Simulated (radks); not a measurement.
The numbers below are computed, except where a source is named.
Spherical quantum dot in the effective-mass picture: electrons in a hard-walled sphere of radius 2.12, all in effective atomic units (hartree* = m*/eps^2 hartree, bohr* = eps/m* bohr), one dielectric constant everywhere. Level of theory: non-relativistic Kohn-Sham, r2SCAN, spin-polarised, spherical densities, generalised Kohn-Sham scheme (a radial shooting solver with Libxc functionals). Levels are named by radial order and angular momentum (1s, 1p, 1d, 2s, ...), and open shells are averaged over m.

N = 29, configuration 1s2 1p6 1d10 1f(up 7, down 4). This is the lowest configuration that the search found. Occupied and some empty levels:

| level | occupation | eigenvalue (hartree*) | <r> (bohr*) |
|---|---|---|---|
| 1s up | 1 | 18.857 | 1.367 |
| 1s down | 1 | 18.914 | 1.362 |
| 1p up | 3 | 19.523 | 1.444 |
| 1p down | 3 | 19.590 | 1.441 |
| 1d up | 5 | 20.622 | 1.502 |
| 1d down | 5 | 20.698 | 1.500 |
| 1f up | 7 | 22.097 | 1.549 |
| 1f down | 4 | 22.181 | 1.548 |
| 2s up | 0 | 22.588 | 0.9489 |
| 2s down | 0 | 22.625 | 0.9513 |
| 1g up | 0 | 23.915 | 1.587 |
| 1g down | 0 | 24.007 | 1.587 |
| 2p up | 0 | 24.663 | 1.107 |
| 2p down | 0 | 24.708 | 1.108 |
| 2d up | 0 | 27.068 | 1.207 |
| 2d down | 0 | 27.125 | 1.207 |

Energy (hartree*): total 355.555, kinetic 121.59, external 0, Hartree 258.47, exchange-correlation -24.514.
